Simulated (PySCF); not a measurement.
BClI2, SMILES ClB(I)I.

Geometry: r2SCAN-D4/def2-SVP. The def2 effective core potentials stand for the cores of I; spin–orbit coupling is left out.

Method: CAM-B3LYP/def2-TZVP (PySCF).

Computed frontier levels, gap, dipole moment and polarisability:
```yaml
highest_occupied_level: -8.82 eV
lowest_empty_level: -1.19 eV
orbital_gap: 7.64 eV
dipole_moment: 0.09 D
quadrupole, principal values (traceless, Buckingham form, about the centre of nuclear charge): -0.88, -0.82, 1.69 D·Å
mean_static_polarisability: 88.9 bohr³ (13.18 Å³)
polarisability_principal_values: 61.2, 90.1, 115.4 bohr³
```
